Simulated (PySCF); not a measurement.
Mapped SMILES: `[CH3:1][Si@H:2]([OH:3])[C:4]#[N:5]` (H(Xn): hydrogen on atom n).

No solvent model, rapidly exchanging positions averaged, one computed conformer, no relativistic terms. Geometry: GFN2-xTB; shielding tensors at PBE0/pcSseg-1 (GIAO); PySCF.

Shifts are taken against calculated references (same method and geometry level): 13C and 1H and 29Si against TMS; 17O vs H2O; 15N against NH3.

| atoms | nucleus | count | δ (ppm) |
| --- | --- | --- | --- |
| H(Si2) | 1H | 1 | 5.12 |
| O3 | 17O | 1 | 28.0 |
| Si2 | 29Si | 1 | ? |
| C4 | 13C | 1 | 127.0 |
| C1 | 13C | 1 | -0.2 |
| N5 | 15N | 1 | ? |
| H(C1) | 1H | 3 | 0.53 |
| H(O3) | 1H | 1 | 1.73 |

Q: Complete the table.

A: 
- Si2: -36.8 ppm, silicon bonded to 2 C, O, H
- N5: 356.7 ppm, nitrile nitrogen

OH and NH positions are those of a molecule without intermolecular hydrogen bonds; in solution they move with solvent, concentration and temperature, and exchange usually removes their couplings. Shifts are as computed. Against solution values, carbons near 30 ppm lie about +3 ppm off and those near 130 ppm about +5 ppm (rms about the fit 2.1 ppm; single classes can miss by 10 ppm). Of 1328 compounds with measured shifts, 309 miss one by over three times the rms of a fit or turn the order of signals round; such compounds aren't used in these exercises. Signals without a measured value on file couldn't be tested in this way; 1H shifts scatter by 0.2 ppm about their fit, and single ones miss by 0.5 ppm. Experimental scales use liquid or dissolved standards, which lie at an offset from isolated NH3 (liquid NH3: subtract about 20 ppm) and H2O (liquid H2O: subtract about 36 ppm). Unscaled 15N shifts of sp2 nitrogen often come out too high even then, by a few to some tens of ppm.
